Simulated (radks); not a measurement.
Spherical quantum dot in the effective-mass picture: electrons in a parabolic well V = omega^2 r^2 / 2 with omega = 0.0903, with a point charge +1 (a donor) at the centre, all in effective atomic units (hartree* = m*/eps^2 hartree, bohr* = eps/m* bohr), one dielectric constant everywhere. Calculated with a radial shooting solver with Libxc functionals: non-relativistic Kohn-Sham, LDA (Slater exchange, Perdew-Wang correlation), spin-polarised, spherical densities. Levels are named by radial order and angular momentum (1s, 1p, 1d, 2s, ...), and open shells are averaged over m.

N = 17, configuration 1s2 1p6 1d(up 5, down 2) 2s2. This is the lowest configuration that the search found (a dilute case). Occupied levels:

| level | occupation | eigenvalue (hartree*) | <r> (bohr*) |
|---|---|---|---|
| 1s up | 1 | 1.7684 | 3.766 |
| 1s down | 1 | 1.7697 | 3.359 |
| 2s up | 1 | 1.8076 | 8.063 |
| 1p up | 3 | 1.8096 | 9.349 |
| 2s down | 1 | 1.8137 | 8.417 |
| 1p down | 3 | 1.8171 | 9.332 |
| 1d up | 5 | 1.8356 | 10.02 |
| 1d down | 2 | 1.8432 | 10.04 |

Energy (hartree*): total 16.8291, kinetic 1.2697, external 3.0026, Hartree 14.726, exchange-correlation -2.1691.

Electron density:

| r (bohr*) | n(r) (e/bohr*^3) |
|---|---|
| 0.847 | 0.06959 |
| 1.79 | 0.01548 |
| 2.73 | 0.004524 |
| 3.68 | 0.001878 |
| 4.62 | 0.001354 |
| 5.56 | 0.001516 |
| 6.51 | 0.001902 |
| 7.45 | 0.002271 |
| 8.39 | 0.002453 |
| 9.34 | 0.002347 |
| 10.3 | 0.001951 |
| 11.2 | 0.001382 |
| 12.2 | 0.0008129 |
| 13.1 | 0.0003955 |
| 14.1 | 0.0001574 |
| 15.0 | 0.00005041 |
| 15.9 | 0.00001336 |
| 16.9 | 2.899e-06 |
| 17.8 | 5.104e-07 |
| 18.8 | 7.546e-08 |
